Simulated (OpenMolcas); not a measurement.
**Au3+: moving or changing the point charges**

Au3+ among 6 point charges of -1.5 e arranged as a tetragonal octahedron (D4h), 2.24 Å from the ion, with the axial distance 2.016 Å.
```
   2.2400    0.0000    0.0000  -1.50
   0.0000    2.2400    0.0000  -1.50
  -2.2400    0.0000    0.0000  -1.50
   0.0000   -2.2400    0.0000  -1.50
   0.0000    0.0000    2.0160  -1.50
   0.0000    0.0000   -2.0160  -1.50
```

```json
{
  "Program": "OpenMolcas",
  "Method": "CASSCF",
  "Basis": "ANO-RCC-VDZP [7s6p4d2f]",
  "Scalar Hamiltonian": "DKH2, point nucleus",
  "Active space": "8 electrons in 5 orbitals (5d)",
  "State averaging": "2S+1 = 3 even, 10 roots; 2S+1 = 1 even, 15 roots",
  "Spin-orbit coupling": "state interaction with AMFI integrals over the reference wave functions"
}
```

Runs around this geometry, states (labels of D4, the rotations of D4h). Energies in cm-1 above the lowest state or level, χT in cm3 K/mol.

| R (Å) | q (e) | Axial / equatorial distance | Ground state | First state of that spin | First gap with spin-orbit (degeneracies) | χT at 300 K | First state of another spin |
| --- | --- | --- | --- | --- | --- | --- | --- |
| 2.24 | -1.5 | 0.83 | 3B1 | 3B2 4568 | 344.7 (1, 2) | 2.263 | 1A1 9207 |
| 2.24 | -1.2 | 0.9 | 3B1 | 3B2 3584 | 143.4 (1, 2) | 2.620 | 1A1 12795 |
| 2.03 | -1.5 | 0.9 | 3B1 | 3B2 7070 | 95.8 (1, 2) | 2.457 | 1A1 11751 |
| 2.24 | -1.5 | 0.9 | 3B1 | 3B2 4488 | 157.8 (1, 2) | 2.552 | 1A1 12428 |
| 2.44 | -1.5 | 0.9 | 3B1 | 3B2 2997 | 177.6 (1, 2) | 2.639 | 1A1 12747 |

Taking the first state of the same spin as R^-n, n = -ln(2997 / 7070) / ln(2.44 / 2.03) = 4.7 between the shortest and longest distance.

Scaling the charges by -1.2 / -1.5 = 0.80 scales the first state of the same spin by 3584 / 4488 = 0.80; with fixed orbitals a first-order splitting would follow the charge.

Without dynamic correlation the repulsion within the d shell is too large (B by tens of per cent), so at a given field states of lower spin stand too high. Real 4d8 and 5d8 ions are as a rule square planar and diamagnetic. This shell can be high or low spin here, a state of another spin lies low, and with metal d orbitals alone active their balance is uncertain, so the ground spin may be wrong. Point charges give a weaker field than real ligands, and real ions of this kind are as a rule low spin; the high spin found here belongs to the model. Spin-orbit coupling mixes the spin-free states strongly: the lowest level takes only 57 % from its leading state, 3B1 (figures for R = 2.24, q = -1.5, ratio = 0.83; the like holds for R = 2.24, q = -1.2, ratio = 0.9, R = 2.03, q = -1.5, ratio = 0.9, R = 2.24, q = -1.5, ratio = 0.9, R = 2.44, q = -1.5, ratio = 0.9). This is an electrostatic model: the charges have no orbitals. No measured value stands beside these numbers.
